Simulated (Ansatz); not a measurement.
`COCS[SiH3]` at its PBE0-D4/def2-TZVP geometry, where that method's forces vanish. The species carries charge 0 and has multiplicity 1.

```xyz
13

C    -1.5232   -1.1444   -0.3322
O    -1.1736    0.0478    0.3317
C    -0.1501   -0.0963    1.2518
S     1.5034   -0.4531    0.5282
Si    1.6201    1.2296   -0.7772
H    -1.8356   -1.9144    0.3848
H    -0.6858   -1.5298   -0.9228
H    -2.3568   -0.9075   -0.9915
H    -0.0886    0.8389    1.8074
H    -0.3329   -0.9263    1.9458
H     0.7561    1.0852   -1.9758
H     1.2292    2.4611   -0.0420
H     3.0379    1.3093   -1.2082
```

(1) What forces (eV/Å) does PBE-D4/def2-TZVPP give on these atoms in the Gaussian-basis code of Ansatz? (Estimate.)

Results:

(1) Computed: 
```
C1  -0.083 -0.222 -0.129
O2  -0.305  0.528 -0.080
C3   0.081  0.015  0.175
S4   0.371 -0.263  0.009
Si5 -0.007  0.024 -0.017
H6  -0.069 -0.189  0.149
H7   0.185 -0.102 -0.137
H8  -0.176  0.045 -0.143
H9   0.008  0.212  0.122
H10 -0.020 -0.201  0.169
H11 -0.090  0.000 -0.140
H12 -0.042  0.145  0.071
H13  0.149  0.008 -0.048
```
